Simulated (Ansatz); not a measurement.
A structure drawn as `N#CCC(F)(F)F`, with this starting geometry:

Cartesian coordinates in Å:
```
N -0.1584 -2.6814 0.0398
C -0.1489 -1.4920 0.2873
C -0.1292 -0.0648 0.6411
C 0.1695 0.7424 -0.5890
F -0.9136 0.6104 -1.4768
F 0.1473 2.0892 -0.2347
F 1.2847 0.4731 -1.2041
H -0.9877 0.2075 1.1393
H 0.7361 0.1156 1.3971
```

Charge 0, multiplicity 1.

(1) Does it keep its bonds when Ansatz relaxes it at PBE-D4/def2-SVP and then PBE0-D4/def2-TZVP?

(2) Give the relaxed structure. (An estimate is asked.)

Atoms count as bonded under 1.1 times the sum of their covalent radii (H–H under 0.85 Å, pairs among N, O and F under 1.55 Å), and a drawn bond as lost past 1.3 times.

## Answers

(1) Yes, every drawn bond is still there and no new one forms.

(2) The calculation gave: 
```xyz
9

N     0.137   -2.614   -0.359
C     0.336   -1.486   -0.298
C     0.606   -0.061   -0.229
C    -0.576    0.734    0.297
F    -0.911    0.359    1.530
F    -0.256    2.030    0.333
F    -1.647    0.597   -0.482
H     1.457    0.123    0.430
H     0.853    0.318   -1.222
```
All modes are real.
